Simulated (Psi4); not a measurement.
Cl2Co, quartet, geometry from GFN2-xTB (such geometries of metal compounds can be far from the true shape); Psi4 with CAM-B3LYP/def2-SVP.

Here is a job for Psi4.
```
memory 2 GB

molecule mol {
0 4
Co    0.000000    0.000000    0.000000
Cl   -0.000000   -0.000000   -1.947004
Cl    0.000000    0.000000    1.947004
}

set {
  basis def2-svp
  reference uks
}

energy('cam-b3lyp')
print_variables()
```

The log (banner, timings and long lists left out):

```
   => Loading Basis Set <=

    Name: DEF2-SVP
    Role: ORBITAL
    Keyword: BASIS

         ---------------------------------------------------------
                                   SCF
               by Justin Turney, Rob Parrish, Andy Simmonett
                          and Daniel G. A. Smith
                              UKS Reference
         ---------------------------------------------------------

  ==> Geometry <==

    Molecular point group: d2h
    Full point group: D_inf_h

    Geometry (in Angstrom), charge = 0, multiplicity = 4:

       Center              X                  Y                   Z               Mass
    ------------   -----------------  -----------------  -----------------  -----------------
         CO           0.000000000000     0.000000000000     0.000000000000    58.933194290000
         CL           0.000000000000     0.000000000000    -1.947004000000    34.968852682000
         CL           0.000000000000     0.000000000000     1.947004000000    34.968852682000

  Running in d2h symmetry.

  Rotational constants: A = ************  B =      0.06358  C =      0.06358 [cm^-1]
  Rotational constants: A = ************  B =   1906.21610  C =   1906.21610 [MHz]
  Nuclear repulsion =  288.777417168570310

  Charge       = 0
  Multiplicity = 4
  Electrons    = 61
  Nalpha       = 32
  Nbeta        = 29

  ==> Algorithm <==

  SCF Algorithm Type is DF.
  DIIS enabled.
  MOM disabled.
  Fractional occupation disabled.
  Guess Type is SAD.
  Energy threshold   = 1.00e-06
  Density threshold  = 1.00e-06
  Integral threshold = 1.00e-12

  ==> Primary Basis <==

  Basis Set: DEF2-SVP
    Blend: DEF2-SVP
    Number of shells: 27
    Number of basis functions: 67
    Number of Cartesian functions: 74
    Spherical Harmonics?: true
    Max angular momentum: 3

  ==> DFT Potential <==

   => LibXC <=

    Version 7.1.2
    S. Lehtola, C. Steigemann, M. J. T. Oliveira, and M. A. L. Marques,  SoftwareX 7, 1–5 (2018) (10.1016/j.softx.2017.11.002)

   => Composite Functional: CAM-B3LYP <=

    CAM-B3LYP Hyb-GGA Exchange-Correlation Functional

    T. Yanai, D. P. Tew, and N. C. Handy,  Chem. Phys. Lett. 393, 51 (2004) (10.1016/j.cplett.2004.06.011)

    Deriv               =              1
    GGA                 =           TRUE
    Meta                =          FALSE

    Exchange Hybrid     =           TRUE
    MP2 Hybrid          =          FALSE

   => Exchange Functionals <=

    0.3500         Becke 88 [omega = 0.3300]
    0.4600   Short-range recipe for B88 functional - erf [omega = 0.3300]

   => Exact (HF) Exchange <=

    0.4600            HF,LR [omega = 0.3300]
    0.1900               HF

   => Correlation Functionals <=

    0.1900   Vosko, Wilk & Nusair (VWN5)
    0.8100   Lee, Yang & Parr

   => LibXC Density Thresholds  <==

    XC_HYB_GGA_XC_CAM_B3LYP:  1.00E-14

   => Molecular Quadrature <=

    Radial Scheme          =       TREUTLER
    Pruning Scheme         =           NONE
    Nuclear Scheme         =       TREUTLER

    Blocking Scheme        =         OCTREE
    BS radius alpha        =              1
    Pruning alpha          =              1
    Radial Points          =             75
    Spherical Points       =            302
    Total Points           =          64932
    Total Blocks           =            604
    Max Points             =            256
    Max Functions          =             62
    Weights Tolerance      =       1.00E-15

   => Loading Basis Set <=

    Name: (DEF2-SVP AUX)
    Role: JKFIT
    Keyword: DF_BASIS_SCF

  ==> Integral Setup <==

  SCF_SUBTYPE=INCORE selected. In-core MEM_DF algorithm will be used.
  Using in-core AOs.

  ==> MemDFJK: Density-Fitted J/K Matrices <==

    J tasked:                   Yes
    K tasked:                   Yes
    wK tasked:                  Yes
    Omega:                3.300E-01
    Algorithm:                 Core
    Schwarz Cutoff:           1E-12
    Mask sparsity (%):       5.6583
[...]
    NB   [     9,    1,    2,    2,    0,    7,    4,    4 ]

   @DF-UKS iter   3: -2292.87174569907666   -2.62009e+01   1.24057e-01 ADIIS
   @DF-UKS iter   4: -2302.67074753075349   -9.79900e+00   2.82231e-02 DIIS/ADIIS
   @DF-UKS iter   5: -2302.85650305260287   -1.85756e-01   9.14256e-03 DIIS/ADIIS
   @DF-UKS iter   6: -2302.86776300619749   -1.12600e-02   6.48258e-03 DIIS/ADIIS
   @DF-UKS iter   7: -2302.88010460295754   -1.23416e-02   1.30645e-03 DIIS/ADIIS
   @DF-UKS iter   8: -2302.88063057459294   -5.25972e-04   2.46967e-04 DIIS/ADIIS
   @DF-UKS iter   9: -2302.88065819894609   -2.76244e-05   9.63515e-05 DIIS
   @DF-UKS iter  10: -2302.88067968618088   -2.14872e-05   7.06322e-05 DIIS
   @DF-UKS iter  11: -2302.88070252875559   -2.28426e-05   4.08469e-05 DIIS
   @DF-UKS iter  12: -2302.88072480814799   -2.22794e-05   2.49954e-05 DIIS
   @DF-UKS iter  13: -2302.88073074184285   -5.93369e-06   5.34977e-06 DIIS
   @DF-UKS iter  14: -2302.88073094050606   -1.98663e-07   2.24295e-06 DIIS
   @DF-UKS iter  15: -2302.88073094851052   -8.00446e-09   5.97887e-07 DIIS
  Energy and wave function converged.

  ==> Post-Iterations <==

   Electrons on quadrature grid:
      Nalpha   =   31.9999973047 ; deviation = -2.695e-06
      Nbeta    =   28.9999979643 ; deviation = -2.036e-06
      Ntotal   =   60.9999952689 ; deviation = -4.731e-06

   @Spin Contamination Metric:   9.080904933E-03
   @S^2 Expected:                3.750000000E+00
   @S^2 Observed:                3.759080905E+00
   @S   Expected:                1.500000000E+00
   @S   Observed:                1.500000000E+00

    Orbital Energies [Eh]
    ---------------------

    Alpha Occupied:

[...]
    Alpha Virtual:

[...]
    Beta Occupied:

[...]
    Beta Virtual:

[...]
    Final Occupation by Irrep:
             Ag   B1g   B2g   B3g    Au   B1u   B2u   B3u
    DOCC [     9,    1,    2,    2,    0,    7,    4,    4 ]
    SOCC [     1,    0,    1,    1,    0,    0,    0,    0 ]
    NA   [    10,    1,    3,    3,    0,    7,    4,    4 ]
    NB   [     9,    1,    2,    2,    0,    7,    4,    4 ]

  @DF-UKS Final Energy: -2302.88073094851052

   => Energetics <=

    Nuclear Repulsion Energy =            288.7774171685703095
    One-Electron Energy =               -3760.5025494154033368
    Two-Electron Energy =                1258.4462311442052851
    DFT Exchange-Correlation Energy =     -89.6018298458830884
    Empirical Dispersion Energy =           0.0000000000000000
    VV10 Nonlocal Energy =                  0.0000000000000000
    Total Energy =                      -2302.8807309485105179

  UHF NO Occupations:
  HONO-2 :   10 Ag 1.0000000
  HONO-1 :    3B3g 1.0000000
  HONO-0 :    3B2g 1.0000000
  LUNO+0 :   11 Ag 0.0023619
  LUNO+1 :    4B3g 0.0006111
  LUNO+2 :    4B2g 0.0006111
  LUNO+3 :    5B2u 0.0002645

Computation Completed

Properties will be evaluated at   0.000000,   0.000000,   0.000000 [a0]

Properties computed using the SCF density matrix

 Multipole Moments:

 ------------------------------------------------------------------------------------
     Multipole            Electronic (a.u.)      Nuclear  (a.u.)        Total (a.u.)
 ------------------------------------------------------------------------------------

 L = 1.  Multiply by 2.5417464519 to convert [e a0] to [Debye]
 Dipole X            :          0.0000000            0.0000000            0.0000000
 Dipole Y            :          0.0000000            0.0000000            0.0000000
 Dipole Z            :          0.0000000            0.0000000            0.0000000
 Magnitude           :                                                    0.0000000

 ------------------------------------------------------------------------------------

  Variable Map:
  ----------------------------------------------------------------------------
[...]
  Array Variable Map:
  ----------------------------------------------------------------------------
[...]
[...]
```
